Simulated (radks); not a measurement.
The numbers below are computed, except where a source is named.
Spin polarisation of the 3d5 shell in Mn. Start: [Ar] 3d(up 2.5, down 2.5) 4s2; electrons of 3d are moved from spin down to spin up, other shells keep equal spins. Level of theory: non-relativistic Kohn-Sham, PBE, spin-polarised, spherical densities, point nucleus (a radial shooting solver on a logarithmic mesh with Libxc functionals).

moment (Bohr magnetons),E - E(0) (eV),e(3d up) (eV),e(3d down) (eV),4s down minus up (eV),3p down minus up (eV),3s down minus up (eV)
0,0.000,-7.010,-7.010,0.000,0.000,0.000
1,-0.224,-7.428,-6.532,0.192,1.018,1.038
2,-0.896,-7.784,-5.994,0.385,2.036,2.074
3,-2.013,-8.073,-5.395,0.583,3.051,3.108
4,-3.572,-8.285,-4.731,0.788,4.061,4.135
5,-5.564,-8.403,-3.994,0.999,5.058,5.149

At moment 5 the spin-polarisation energy is -5.564 eV and the 3d exchange splitting 4.409 eV, that is 0.882 eV per Bohr magneton; E = -I m^2/4 would give I = 0.890 eV.
